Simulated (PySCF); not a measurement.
Isomers of C6H14O, from PBE0-D3(BJ)/def2-SVP geometry optimisation, gas phase in PySCF 2.14.0. One conformer each, no zero-point energy, no frequencies.

Problem. Which is lower in electronic energy at this level?
A. `[CH3:1][CH2:2][CH2:3][CH2:4][CH2:5][O:6][CH3:7]` with C1–C2–C3–C4 180°, C2–C3–C4–C5 180°, C3–C4–C5–O6 179°, C4–C5–O6–C7 180°: A = 13666, B = 761.2, C = 741.1 MHz, dipole 1.05 D
B. `[CH3:1][C:2]([CH3:3])([CH3:4])[CH2:5][CH2:6][OH:7]` with C2–C5–C6–O7 -177°, C5–C6–O7–H -58° (3,3-dimethyl-1-butanol): A = 4138, B = 1410, C = 1394 MHz, dipole 1.63 D

Solution. B. That is `CC(C)(C)CCO` (3,3-dimethyl-1-butanol), 8.2 kcal/mol below the other.

| SMILES | mapped SMILES | E (Eh) | relative (kcal/mol) | relative (kJ/mol) | dipole (D) |
| --- | --- | --- | --- | --- | --- |
| CC(C)(C)CCO | [CH3:1][C:2]([CH3:3])([CH3:4])[CH2:5][CH2:6][OH:7] | -311.70716 | 0.0 | 0.0 | 1.63 |
| CCCCCOC | [CH3:1][CH2:2][CH2:3][CH2:4][CH2:5][O:6][CH3:7] | -311.69406 | 8.2 | 34.4 | 1.05 |

As drawn, the lower has an O–H bond and a quaternary carbon, which the higher lacks.
